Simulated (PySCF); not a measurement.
## IBr: frontier orbitals

ωB97X at R = 2.473 Å; basis I x2c-TZVPPall, Br x2c-TZVPPall; spin-free X2C with a Gaussian nucleus; PySCF 2.14. State: ¹Σ⁺ (singlet), closed shell. Only the outer orbitals are listed, counted within each symmetry.

```
orbital  occ.  ε (eV)  on I (%)  main shells (%)
    16σ     2  -26.06        20  79 Br s, 16 I s
    17σ     2  -22.07        78  78 I s, 17 Br s
    18σ     2  -13.29        44  53 Br p, 40 I p
     9π     2  -12.15        34  66 Br p, 33 I p
     9π     2  -12.15        34  66 Br p, 33 I p
    10π     2   -9.85        67  66 I p, 33 Br p
    10π     2   -9.85        67  66 I p, 33 Br p
    19σ     0   -1.44        60  55 I p, 38 Br p
    11π     0    6.98        70  70 I d, 28 Br d
    11π     0    6.98        70  70 I d, 28 Br d
```

**Question.** Which are the highest filled and the lowest empty level, where do they sit, and how wide is the gap?

**Answer.** Highest filled 10π at -9.85 eV (in %: 66 I p, 33 Br p); lowest empty 19σ at -1.44 eV (in %: 55 I p, 38 Br p); the gap at ωB97X is 8.41 eV.

| Item | Value |
| --- | --- |
| bond order (Mayer) | 1.12 |
| ⟨S²⟩ | 0.000 |
| charge on I (Mulliken, basis-dependent) | 0.12 |
| charge on I (Löwdin, basis-dependent) | 0.14 |
| dipole moment (positive dipole means I(−)Br(+)) | -0.72 D |

Spin–orbit coupling is left out.
